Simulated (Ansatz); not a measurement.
Ideal-gas functions of Cl$_{2}$FH$_{2}$NSn, SMILES `[NH2][Sn]([F])([Cl])[Cl]` at 600 K and 1 bar, from an Ansatz frequency run at PBE0-D4/def2-TZVP.

Molar mass 224.64 g/mol, point group Cs (symmetry number 1), electronic degeneracy 1, moments of inertia 239.107, 349.765, 406.782 u Å². Harmonic wavenumbers (cm⁻¹, unscaled): 41, 99, 141, 148, 166, 176, 378, 403, 546, 644, 674, 883, 1562, 3541, 3641.

Use S(trans) = R[1.5 ln M + 2.5 ln T − 1.1517]; rotational temperatures θ = 24.2544 K / I; S(rot) = R[ln(√π/σ · √(T³/θAθBθC)) + 1.5]; for each mode x = 1.438777 ν̃/T, S = R[x/(eˣ − 1) − ln(1 − e⁻ˣ)] and H = RT x/(eˣ − 1); 1 cm⁻¹ = 0.0119627 kJ/mol; R = 8.31446 J/(mol·K).

By hand: the entropy, in J/(mol·K).

Translation 190.9. Rotation: θ = 0.1014, 0.0693, 0.0596 K, giving 129.3. Vibration, mode by mode: 27.60, 20.29, 17.37, 16.97, 16.03, 15.55, 9.41, 8.91, 6.64, 5.48, 5.17, 3.47, 0.95, 0.02, 0.01, in all 153.9. Electronic 0.0. Sum 474.1 J/(mol·K).

By hand: H − E and G − E in kJ/mol, counted from the electronic energy.

Zero-point energy ½ × 13043 × 0.0119627 = 78.0; thermal vibration 40.0; translation, rotation and pV give 4 RT = 20.0. H − E = 138.0 kJ/mol, and G − E = 138.0 − 600 × 474.1/1000 = -146.5 kJ/mol.

Vibration gives 32 % of the entropy, 82.2 J/(mol·K) of it from the modes under 150 cm⁻¹: soft modes count most, and the harmonic formula is weakest for them. The sum counts one conformer and one mirror image; others add a mixing term.
